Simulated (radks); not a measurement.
Pb6+, 76 electrons, occupied as [Xe] 4f14 5d7 6s1 (not the ground configuration). Calculated with a radial shooting solver on a logarithmic mesh with Libxc functionals: scalar-relativistic Kohn-Sham, PBE, spin-polarised, spherical densities, finite nucleus; open shells are filled with parallel spins first (spin-orbit coupling, left out, can overturn this in heavy ions); Fermi nuclear charge, rms radius 5.5012 fm.

Radial electron density D(r) = 4 pi r^2 rho(r):

```
   r/bohr * D(r) (the largest magnitude, 155, reaches the edge; | marks zero)
  0.00169 |        *
 0.001952 |          *
 0.002254 |            *
 0.002603 |               *
  0.00303 |                  *
   0.0035 |                     *
 0.004042 |                        *
 0.004668 |                           *
  0.00539 |                               *
 0.006225 |                                  *
  0.00719 |                                    *
  0.00837 |                                      *
 0.009666 |                                       *
  0.01116 |                                        *
  0.01289 |                                       *
  0.01489 |                                     *
   0.0172 |                                    *
  0.01986 |                                   *
  0.02312 |                                    *
   0.0267 |                                      *
  0.03083 |                                          *
  0.03561 |                                               *
  0.04113 |                                                    *
   0.0475 |                                                      *
  0.05485 |                                                     *
  0.06386 |                                                 *
  0.07375 |                                             *
  0.08517 |                                          *
  0.09836 |                                           *
   0.1136 |                                               *
   0.1312 |                                                  *
   0.1515 |                                                 *
   0.1764 |                                           *
   0.2037 |                                  *
   0.2352 |                             *
   0.2717 |                             *
   0.3138 |                                *
   0.3624 |                                  *
   0.4185 |                              *
   0.4872 |                      *
   0.5626 |               *
   0.6498 |           *
   0.7504 |         *
   0.8667 |       *
    1.001 |      *
    1.156 |    *
    1.346 |  *
    1.554 | *
    1.795 |*
    2.073 |*
    2.394 *
    2.765 *
    3.193 *
    3.717 *
    4.293 *
    4.957 *
```

D(r) has 4 maxima, at r = 0.0106, 0.0494, 0.138, 0.354 bohr, and minima at 0.0207, 0.0886, 0.251 bohr, inside which lie 1.88, 11.02, 30.06 electrons.
